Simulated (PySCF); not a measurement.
Basis-set dependence of excited states

C2H6GeN2.
Cartesian coordinates in Å at the PBE0-D3(BJ)/def2-SVP level; atoms count from 1:
```
atom  x, y, z in Å
N1    -1.0368    2.1384   -0.0463
C2    -1.1515    1.0027   -0.2483
C3    -1.2090   -0.4246   -0.4690
Ge4    0.3697   -1.2847    0.3607
N5     1.7956   -0.3820   -0.3401
H6    -1.1920   -0.6362   -1.5489
H7    -2.1362   -0.8406   -0.0461
H8     0.4583   -2.7499   -0.0957
H9     0.1908   -1.2015    1.8942
H10    2.7079   -0.7893   -0.1564
H11    1.8205    0.6076   -0.1044
```

TDDFT with PBE0 (PySCF), vertical singlets, core orbitals frozen in the response, spherical d and f functions. The structure is a single PBE0-D3(BJ)/def2-SVP conformer in the gas phase; no vibrational or solvent corrections. The PBE0/6-31G* calculation is non-relativistic and has no spin–orbit coupling, an omission that weighs most on germanium.

How do the low singlets change with the basis? Take 6-31G*, def2-SVP, def2-SVPD, aug-cc-pVDZ, def2-TZVP and def2-TZVPD.

```csv
basis,functions,diffuse,S1 (eV),S2 (eV),S3 (eV),S4 (eV),S5 (eV),LUMO (eV),α (au)
6-31G*,100,no,6.40,7.07,7.35,7.51,7.71,0.44,54.3
def2-SVP,118,no,6.57,7.19,7.26,7.41,7.69,0.50,56.2
def2-SVPD,166,yes,6.32,6.84,6.91,7.21,7.50,-0.03,66.4
aug-cc-pVDZ,182,yes,5.99,6.50,6.60,7.00,7.23,-0.38,68.1
def2-TZVP,208,no,6.43,6.97,7.08,7.25,7.56,0.19,63.7
def2-TZVPD,256,yes,6.17,6.69,6.78,7.12,7.42,-0.14,67.8
```

States are compared by their number. Against the largest diffuse basis here (def2-TZVPD, itself not a converged limit), sets without diffuse functions differ by up to 0.40 eV in S1 and 0.30 eV in S5; the smaller diffuse sets differ by up to 0.18 and 0.19 eV. State by state, the largest deviation of a set without diffuse functions is S1 0.40, S2 0.50, S3 0.57, S4 0.39, S5 0.30 eV. The same number needn't mean the same state in each row. Against def2-TZVPD the polarisability deviates by -20% in 6-31G*, -17% in def2-SVP, -2% in def2-SVPD, 0% in aug-cc-pVDZ, -6% in def2-TZVP.
